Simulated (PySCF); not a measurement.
Coordinates in bohr (charge 0 multiplicity 1):
```
Hf    0.0000    0.0000   -0.6986
H     0.0000    0.0000   -4.2558
Cl    0.0000    0.0000    3.7173
```

These are results of PySCF, PBE0, basis Hf def2-TZVP with ECP60, H def2-TZVP, Cl def2-TZVP (scalar-relativistic core potentials, no spin–orbit coupling, density fitting), not measurements.

This geometry of HfHCl is a stationary point at this level.

**Question.** What is the point group?

**Answer.** C∞v.

**Question.** Is it a minimum?

**Answer.** No: it has 2 imaginary modes (one degenerate set), at 338i cm⁻¹ (π).

**Question.** List the harmonic modes with their infrared intensities.

**Answer.** 
```
symmetry  ω (cm⁻¹)  IR (km/mol, summed over degenerate members)     type
       π      338i                                            –     bend
      σ+       365                                         65.4  stretch
      σ+      1656                                          387  stretch
```

**Question.** What are the dipole moment and the gap between the highest occupied and lowest empty levels?

**Answer.** 0.32 D and 2.91 eV.

**Question.** Give the atomic charges and bond orders.

**Answer.** 
```tsv
atom	Mulliken	Löwdin	polar tensor	Mayer order to Hf1
Hf1	0.52	0.22	0.92	–
H2	-0.18	-0.24	-0.35	0.93
Cl3	-0.35	0.02	-0.57	1.17
```

In C∞v the vibrations span π + 2σ+.

Stability towards spin polarisation was not tested. Only a few start shapes were tried, so a lower isomer may exist. At this level a broken-symmetry Ms = 0 minimum of Cs symmetry lies 38 kJ/mol below this structure. With an element this heavy the missing spin–orbit coupling can shift these numbers.
